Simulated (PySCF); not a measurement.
Simulated Si 2p region for `P[SiH2][SiH2]C`, binding energy against the vacuum level.

Every computed line was given a Gaussian of 0.7 eV full width at half maximum and an area set by the number of equivalent atoms (split 2:1 within a doublet); the highest printed point is 100. Computed, not measured: PySCF 2.14.0, delta-SCF UKS SCAN, pcX-2 on the ionised atom, pcseg-1 elsewhere, spin-free X2C.

```
binding energy (eV)  intensity
              105.3          0
              105.4          1
              105.5          3
              105.6          6
              105.7         13
              105.8         24
              105.9         39
              106.0         58
              106.1         77
              106.2         92
              106.3        100
              106.4         99
              106.5         93
              106.6         83
              106.7         74
              106.8         67
              106.9         60
              107.0         52
              107.1         42
              107.2         31
              107.3         21
              107.4         13
              107.5          7
              107.6          4
              107.7          2
              107.8          1
              107.9          0
              108.0          0
```

Q: How many maxima does the curve show, and how many computed lines lie under it?

A: The curve has 1 maximum (at 106.3 eV). Under it lie 4 lines from 2 inequivalent silicon sites, each drawn as a 2p3/2, 2p1/2 pair. At this width some lines have no maximum of their own.

Q: Decompose the envelope and assign each component. Numbering: `[CH3:1][SiH2:2][SiH2:3][PH2:4]`.

A: 
```csv
position (eV),relative area,line,atoms,environment
106.26,0.67,Si 2p3/2,Si2,SiH2 silicon
106.33,0.67,Si 2p3/2,Si3,SiH2 silicon
106.89,0.33,Si 2p1/2,Si2,SiH2 silicon
106.95,0.33,Si 2p1/2,Si3,SiH2 silicon
```

The 2 Si 2p3/2 values lie within 0.07 eV of each other.

Shake-up satellites, vibrational structure and lifetime widths aren't simulated. The 2p values aren't plain energy differences: one relaxed spin-free 2p hole is combined with a matrix within the shell (ground-state 2p orbital-energy differences and spin–orbit coupling). 2p3/2, the mean of its two sublevels, lies a third of the splitting below the shell's mean and 2p1/2 two thirds above it; the statistical areas are 2:1. 2p1/2 minus 2p3/2 (ligand field included): Si 0.62 eV. The structure is a single PBE0-D3(BJ)/def2-SVP conformer in the gas phase; no vibrational or solvent corrections.

Shape of the structure used: `[CH3:1][SiH2:2][SiH2:3][PH2:4]`: C1–Si2–Si3–P4 -57°, H–P4–Si3–Si2 -44°, H–P4–Si3–Si2 49°.
